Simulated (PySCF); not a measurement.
**BEt2Me: computed shieldings and shifts**

BEt2Me, C5H13B, point group C1.

Geometry:
| atom | x (Å) | y (Å) | z (Å) |
| --- | --- | --- | --- |
| B1 | -0.168 | -0.308 | 0.018 |
| C2 | 1.409 | -0.334 | -0.071 |
| C3 | 1.972 | -0.249 | 1.356 |
| H4 | 1.781 | 0.529 | -0.651 |
| H5 | 1.788 | -1.248 | -0.558 |
| H6 | 3.074 | -0.227 | 1.359 |
| H7 | 1.627 | 0.659 | 1.876 |
| H8 | 1.663 | -1.112 | 1.968 |
| C9 | -0.914 | 1.079 | 0.096 |
| C10 | -1.373 | 1.441 | -1.326 |
| H11 | -0.261 | 1.881 | 0.479 |
| H12 | -1.798 | 1.028 | 0.754 |
| H13 | -1.908 | 2.404 | -1.349 |
| H14 | -0.521 | 1.527 | -2.019 |
| H15 | -2.054 | 0.680 | -1.740 |
| C16 | -0.969 | -1.663 | -0.005 |
| H17 | -2.046 | -1.582 | 0.200 |
| H18 | -0.524 | -2.386 | 0.701 |
| H19 | -0.841 | -2.126 | -1.001 |

GIAO calculations in PySCF on the PBE0-D3(BJ)/def2-SVP structure: isolated species, non-relativistic, equivalent atoms averaged; basis pcSseg-1.

(1) Give the isotropic shieldings (ppm) with KT2, PBE0.

(2) And the chemical shifts, against references computed in the same way?

(3) Which part of the shielding of C2/C9 depends on the functional?

(4) What couplings does B3LYP/pcJ-1 (spin–dipole term only in couplings to heteroatoms) give?

Results:

(1) 
```csv
atoms,environment,KT2,PBE0
C2/C9,"carbon bonded to C, B, 2 H",159.4,161.8
C16,"carbon bonded to B, 3 H",170.4,171.2
C3/C10,"carbon bonded to C, 3 H",174.6,176.4
B1,boron bonded to 3 C,17.8,13.6
H4/H5/H11/H12,"hydrogen on a carbon bonded to C, B",29.96,30.12
H6/H7/H8/H13/H14/H15,hydrogen on a carbon bonded to C,30.30,30.42
H17/H18/H19,hydrogen on a carbon bonded to B,30.30,30.39
HOMO–LUMO gap (eV),–,5.20,7.57
```

(2) 
```csv
atoms,"nucleus, reference",KT2,PBE0
C2/C9,"¹³C, TMS",23.9,22.6
C16,"¹³C, TMS",12.8,13.2
C3/C10,"¹³C, TMS",8.6,8.0
B1,"¹¹B, BF3·OEt2",82.1,87.1
H4/H5/H11/H12,"¹H, TMS",1.22,1.15
H6/H7/H8/H13/H14/H15,"¹H, TMS",0.88,0.85
H17/H18/H19,"¹H, TMS",0.88,0.88
```

(3) Diamagnetic: KT2 252, PBE0 252 ppm; paramagnetic: KT2 -93, PBE0 -90 ppm. The diamagnetic part, set mainly by inner electrons, hardly moves; the paramagnetic part goes with low-lying magnetically allowed excitations and carries the spread.

(4) ¹J(C3,H6) = 133.7, ¹J(C2,H4) = 126.9, ¹J(C16,H17) = 123.0, ¹J(B1,C16) = 50.9, ¹J(B1,C2) = 50.5, ¹J(C2,C3) = 28.7, ²J(H17,H18) = -15.4, ²J(H6,H7) = -14.2, ²J(H4,H5) = -10.4, ²J(C3,H4) = -5.8, ²J(C2,C16) = 5.4, ²J(B1,H4) = -4.9, ²J(C2,C9) = 4.7, ²J(B1,H17) = -4.5 Hz (averaged over equivalent pairs; isotopes ¹³C, ¹H, ¹¹B).
